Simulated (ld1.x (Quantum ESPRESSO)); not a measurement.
## Hg, PAW: configuration errors across variants

mercury (Hg), PAW, made with ld1.x (Quantum ESPRESSO) 7.5 (PBEsol, scalar-relativistic). Core [Xe] 4f14, reference 5d10 6s1.75 6p0.25. Waves: 6s (bound): rcut 1.70, rcutus 2.25 bohr; 6s channel at 0.05 Ry: rcut 1.70, rcutus 2.25 bohr; 6p (bound): rcut 1.70, rcutus 2.35 bohr; 6p channel at 2.4 Ry: rcut 1.70, rcutus 2.35 bohr; 5d (bound): rcut 1.60, rcutus 1.70 bohr; 5d channel at -0.3 Ry: rcut 1.60, rcutus 1.70 bohr. Local part: all-electron potential smoothed inside 1.65 bohr (lloc = -1). Core correction: a·sin(br)/r model core inside 1.35 bohr. Augmentation charge: BG, radius 1.45 bohr.

All-electron excitation energies from the reference (eV): (1) 5d10 6s2 6p0 -1.482; (2) 5d10 6s1 6p0 9.258; (3) 5d10 6s0 6p0 28.262; (4) 5d9 6s2 6p0 14.059; (5) 5d10 6s1.5 6p0 2.900; (6) 5d8 6s0 6p0 113.599; (7) 5d10 6s1 6p1 4.646.

3 further variants failed, have other tests or another functional or relativity, and are left out.

A true bound ghost makes a file unfit for plane-wave use even where its test errors are small: the radial tests pick states by their node count and pass the ghost by.

Errors AE − PS in meV (a dash: test not solved or not reliable):

| change | (1) | (2) | (3) | (4) | (5) | (6) | (7) | bound ghosts |
| --- | --- | --- | --- | --- | --- | --- | --- | --- |
| base | +5.2 | +64 | +594 | +49 | +4.5 | +111 | +56 | s, p |
| waves 5d (bound): rcut 1.56, rcutus 1.66 bohr; 5d channel at -0.3 Ry: rcut 1.56, rcutus 1.66 bohr | +2.1 | +24 | +224 | +1.1 | +1.3 | -217 | +22 | s, p |
| local potential all-electron potential smoothed inside 2.20 bohr (lloc = -1) | +0.8 | -2.1 | -8.5 | -17 | -1.1 | -383 | +0.2 | none |
| local potential all-electron potential smoothed inside 2.08 bohr (lloc = -1) | +1.1 | -2.9 | -16 | -9.4 | -1.2 | -368 | -0.4 | none |
| augmentation PSQ, radius 1.40 bohr | – | – | – | – | – | – | – | s, p |
| core correction a·sin(br)/r model core inside 0.72 bohr | +5.1 | +66 | +611 | +52 | +4.7 | +92 | +56 | s, p |
| type TM; waves now 6s (bound): rc 2.25 bohr; 6p (bound): rc 2.35 bohr; 5d (bound): rc 1.70 bohr; local potential all-electron potential smoothed inside 1.90 bohr (lloc = -1) | +0.2 | -10 | -49 | -59 | -2.1 | -271 | -2.2 | s |

Give the same row for: all radii but the core radius scaled by about 1.39 (s 3.12, p 3.26, d 2.36 bohr, rcut 2.36/2.36/2.22); local potential all-electron potential smoothed inside 2.28 bohr (lloc = -1); augmentation BG, radius 2.02 bohr.

–, –, –, –, –, –, –; bound ghosts: none.
